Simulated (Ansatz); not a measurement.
## Molecular dynamics of F2H5W

input.yaml

```yaml
crystal:
  periodic: [false, false, false]
  atoms:
    - { symbol: W, position_ang: [0.37419, -0.096443, 0.182509] }
    - { symbol: H, position_ang: [-0.851731, 0.083666, 1.739357] }
    - { symbol: F, position_ang: [2.192837, -0.070917, 0.518474] }
    - { symbol: H, position_ang: [-0.392431, 1.357233, -0.172141] }
    - { symbol: H, position_ang: [-1.298507, -0.373442, 0.987107] }
    - { symbol: H, position_ang: [-0.134818, -1.513936, -0.588087] }
    - { symbol: H, position_ang: [0.096576, 0.083519, -1.483371] }
    - { symbol: F, position_ang: [0.143885, 0.53032, 2.256152] }
magnetization:
  spin_polarized: true
  initial_magnetization: 1
basis:
  gaussian: { orbitals: def2-SVP }
hamiltonian:
  xc: b3lyp
  dispersion: d4
md:
  timestep: 0.5
  n_steps: 173
  ensemble: nve
  temperature: 100.0
  initial_velocities: maxwell_boltzmann
  seed: 9060
```

Launched with:

```bash
$ ansatz run input.yaml --threads 2 --pin off --max-ram 3072MiB --backend cpu --events-out ev --progress --plain --runs-dir out
```

It starts at the highest image of a converged band. Of that band: The profile has 3 maxima (images 1, 4, 6) with wells between them (images 2, 5): this band takes more than one step, which may be the mechanism or a detour left from its start path. A vibrational analysis at the climbing image gives one clearly imaginary mode, 867i cm⁻¹: a first-order saddle point.

Output, in part (step lines, the closing report, with atoms numbered from 0):

```
md step     0: t =     0.00 fs  T =   100.0 K  F+E_penalty+E_count = -7336.32783271 eV  E_kin = 0.077556 eV  conserved = -7336.25027671 eV  (49 SCF iters)
[... lines left out ...]
Total energy: -7336.44793261 eV, -269.6094887005 hartree
Atom 0 at     0.357968    -0.136854     0.045395 Å, force     1.242701     0.599827    -0.093907 eV/Å
Atom 1 at    -0.306218     0.449486     3.555970 Å, force     0.527734     0.314990    -0.314761 eV/Å
Atom 2 at     1.988084     0.014341     0.955825 Å, force    -0.660369    -0.186551    -0.236965 eV/Å
Atom 3 at    -0.627993     1.231512    -0.080543 Å, force    -0.087185     0.109689     0.103474 eV/Å
Atom 4 at    -0.902977    -1.147171     0.536664 Å, force    -0.183924    -0.313560     0.288026 eV/Å
Atom 5 at     0.416006    -1.264840    -1.207898 Å, force    -0.122873    -0.124974     0.073953 eV/Å
Atom 6 at     0.361758     0.482371    -1.524131 Å, force    -0.050287     0.001995     0.077377 eV/Å
Atom 7 at     0.424887     0.830041     3.103301 Å, force    -0.665798    -0.401416     0.102804 eV/Å
Dipole moment:    -0.274138    -0.090718     0.422366 e Å
```

The steps, from the saved trajectory:

```json
{"time (fs)": "0", "T (K)": "100", "potential energy less start (eV)": "0.000", "conserved less start (meV/atom)": "0.00"}
{"time (fs)": "2.5", "T (K)": "95", "potential energy less start (eV)": "0.004", "conserved less start (meV/atom)": "0.01"}
{"time (fs)": "5", "T (K)": "97", "potential energy less start (eV)": "0.002", "conserved less start (meV/atom)": "0.01"}
{"time (fs)": "7.5", "T (K)": "123", "potential energy less start (eV)": "-0.018", "conserved less start (meV/atom)": "0.00"}
{"time (fs)": "10", "T (K)": "159", "potential energy less start (eV)": "-0.046", "conserved less start (meV/atom)": "0.00"}
{"time (fs)": "12.5", "T (K)": "195", "potential energy less start (eV)": "-0.074", "conserved less start (meV/atom)": "0.00"}
{"time (fs)": "15", "T (K)": "247", "potential energy less start (eV)": "-0.114", "conserved less start (meV/atom)": "0.00"}
{"time (fs)": "17.5", "T (K)": "298", "potential energy less start (eV)": "-0.154", "conserved less start (meV/atom)": "0.00"}
{"time (fs)": "20", "T (K)": "359", "potential energy less start (eV)": "-0.201", "conserved less start (meV/atom)": "-0.01"}
{"time (fs)": "22.5", "T (K)": "396", "potential energy less start (eV)": "-0.229", "conserved less start (meV/atom)": "0.00"}
{"time (fs)": "25", "T (K)": "431", "potential energy less start (eV)": "-0.257", "conserved less start (meV/atom)": "-0.01"}
{"time (fs)": "27.5", "T (K)": "466", "potential energy less start (eV)": "-0.283", "conserved less start (meV/atom)": "0.01"}
{"time (fs)": "30", "T (K)": "512", "potential energy less start (eV)": "-0.320", "conserved less start (meV/atom)": "-0.02"}
{"time (fs)": "32.5", "T (K)": "520", "potential energy less start (eV)": "-0.325", "conserved less start (meV/atom)": "0.00"}
{"time (fs)": "35", "T (K)": "533", "potential energy less start (eV)": "-0.336", "conserved less start (meV/atom)": "0.00"}
{"time (fs)": "37.5", "T (K)": "553", "potential energy less start (eV)": "-0.352", "conserved less start (meV/atom)": "-0.02"}
{"time (fs)": "40", "T (K)": "541", "potential energy less start (eV)": "-0.342", "conserved less start (meV/atom)": "0.00"}
{"time (fs)": "42.5", "T (K)": "529", "potential energy less start (eV)": "-0.333", "conserved less start (meV/atom)": "-0.01"}
{"time (fs)": "45", "T (K)": "527", "potential energy less start (eV)": "-0.331", "conserved less start (meV/atom)": "0.00"}
{"time (fs)": "47.5", "T (K)": "530", "potential energy less start (eV)": "-0.333", "conserved less start (meV/atom)": "-0.02"}
{"time (fs)": "50", "T (K)": "501", "potential energy less start (eV)": "-0.311", "conserved less start (meV/atom)": "0.00"}
{"time (fs)": "52.5", "T (K)": "486", "potential energy less start (eV)": "-0.300", "conserved less start (meV/atom)": "0.01"}
{"time (fs)": "55", "T (K)": "485", "potential energy less start (eV)": "-0.299", "conserved less start (meV/atom)": "-0.03"}
{"time (fs)": "57.5", "T (K)": "444", "potential energy less start (eV)": "-0.267", "conserved less start (meV/atom)": "0.01"}
{"time (fs)": "60", "T (K)": "427", "potential energy less start (eV)": "-0.253", "conserved less start (meV/atom)": "0.00"}
{"time (fs)": "62.5", "T (K)": "436", "potential energy less start (eV)": "-0.260", "conserved less start (meV/atom)": "-0.01"}
{"time (fs)": "65", "T (K)": "424", "potential energy less start (eV)": "-0.251", "conserved less start (meV/atom)": "0.00"}
{"time (fs)": "67.5", "T (K)": "415", "potential energy less start (eV)": "-0.245", "conserved less start (meV/atom)": "-0.01"}
{"time (fs)": "70", "T (K)": "416", "potential energy less start (eV)": "-0.245", "conserved less start (meV/atom)": "-0.01"}
{"time (fs)": "72.5", "T (K)": "395", "potential energy less start (eV)": "-0.229", "conserved less start (meV/atom)": "-0.01"}
{"time (fs)": "75", "T (K)": "346", "potential energy less start (eV)": "-0.191", "conserved less start (meV/atom)": "-0.01"}
{"time (fs)": "77.5", "T (K)": "309", "potential energy less start (eV)": "-0.162", "conserved less start (meV/atom)": "0.01"}
{"time (fs)": "80", "T (K)": "299", "potential energy less start (eV)": "-0.155", "conserved less start (meV/atom)": "-0.02"}
{"time (fs)": "82.5", "T (K)": "262", "potential energy less start (eV)": "-0.125", "conserved less start (meV/atom)": "0.00"}
{"time (fs)": "85", "T (K)": "246", "potential energy less start (eV)": "-0.113", "conserved less start (meV/atom)": "0.01"}
```

The run went to its last step. The conserved energy stayed within 0.03 meV per atom of its start (net change -0.0015 meV per atom), so the integration is sound. The kinetic energy rose, since the run started high on the potential surface and went downhill. It ends in pieces (FH + FH4W), so much of that is their flight and rotation, not heat. A run of 0.086 ps of so small a system gives no equilibrium averages.

Between its relaxed ends the band would form H2–F8 and break W1–H2, H2–H5. These pairs go: H2–F8 1.21 → 0.94 Å, W1–H2 1.99 → 3.62 Å, H2–H5 0.99 → 3.47 Å. In the last frame they stand as after the step (other bonds may differ from the relaxed reactants and products). Also parted: W1–F8 2.18 → 3.21 Å. It ends as FH + FH4W. Pairs count as bonded within 1.25 times the sum of covalent radii (0.12 Å more for H–H).

Last frame:

```xyz
8
Properties=species:S:1:pos:R:3
W 0.358 -0.137 0.045
H -0.306 0.450 3.556
F 1.988 0.014 0.956
H -0.628 1.232 -0.081
H -0.903 -1.147 0.537
H 0.416 -1.265 -1.208
H 0.362 0.482 -1.524
F 0.425 0.830 3.103
```

The run took 9.9 min on 2 threads of Arm Neoverse V1, on a shared host, peak memory 0.22 GiB.
